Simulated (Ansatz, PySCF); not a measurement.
Spin states of Cl2W (SMILES [Cl][W][Cl]), each relaxed with B3LYP-D3(BJ)/def2-TZVP.
State 1 (charge 0, multiplicity 5):
```xyz
3

W      0.48332     0.11060     0.02504
Cl    -0.41163     1.52639    -1.53034
Cl    -0.10486    -1.58962     1.43498
```
State 2 (charge 0, multiplicity 1):
```xyz
3

W     -0.0053     0.0169    -0.0229
Cl    -0.1719     1.6220    -1.5527
Cl     0.1440    -1.5915     1.5053
```

Singlets are restricted, other states unrestricted; no spin–orbit coupling, no relativity up to Kr; see below for the cores. The largest T1 diagnostic is 0.023.

The values were computed with Ansatz (a quantum-chemistry and plane-wave program) with Gaussian orbitals; PySCF for the dispersion terms. Each number belongs to the level named beside it. In def2 rows elements past Kr take small-core potentials, without spin–orbit coupling.

**Question.** One of these levels gives 29.30 kcal/mol for the energy of the multiplicity-1 state less that of the multiplicity-5 state. Which?
(A) r2SCAN-D4/def2-TZVPP
(B) PBE/def2-TZVPP
(C) SVWN5/def2-TZVPP
(D) CAM-B3LYP-D4/def2-TZVPP

**Answer.** B, PBE/def2-TZVPP. The others give 20.89 (SVWN5/def2-TZVPP), 39.74 (r2SCAN-D4/def2-TZVPP), 23.41 (CAM-B3LYP-D4/def2-TZVPP)
